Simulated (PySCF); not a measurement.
# C₆ coefficients of unlike pairs at HSE06

Calculated with PySCF 2.14 from the dipole response of each species, C₆(A,B) = (3/π) ∫ α_A(iu) α_B(iu) du, in atomic units, from isotropic polarisabilities. For ions this is the dispersion term alone; charge-induced terms of lower order in 1/R come first.

| species | configuration | basis | relativity | α (bohr³) | C₆ (like pair) |
| --- | --- | --- | --- | --- | --- |
| F | [He] 2s2 2p5 (2P) | aug-cc-pVQZ-DK (6s5p4d3f2g) | spin-free X2C | 3.753 | 10.12 |
| O³⁺ | [He] 2s2 2p1 (2P) | aug-cc-pVQZ (6s5p4d3f2g) | none | 1.368 | 1.277 |
| Br⁺ | [Ar] 3d10 4s2 4p4 (3P) | x2c-TZVPPall with one added diffuse shell each of s, p, d type (7s6p5d1f) | spin-free X2C | 12.48 | 76.56 |
| Se³⁺ | [Ar] 3d10 4s2 4p1 (2P) | x2c-QZVPPall with one added diffuse shell each of s, p, d, f type (12s9p6d5f1g) | spin-free X2C | 6.541 | 23.21 |

(1) Estimate C₆ for Br⁺ with O³⁺.

No spin-orbit coupling is included.

The other pairs:

```tsv
pair	C₆
Se³⁺, O³⁺	5.399
O³⁺, F	3.593
Br⁺, F	27.22
Se³⁺, Br⁺	41.96
Se³⁺, F	15.17
```

## Answers

(1) The integral gives 9.679. The combination rule 2 C_A C_B / (C_A α_B/α_A + C_B α_A/α_B) gives 9.756 and the geometric mean 9.888.
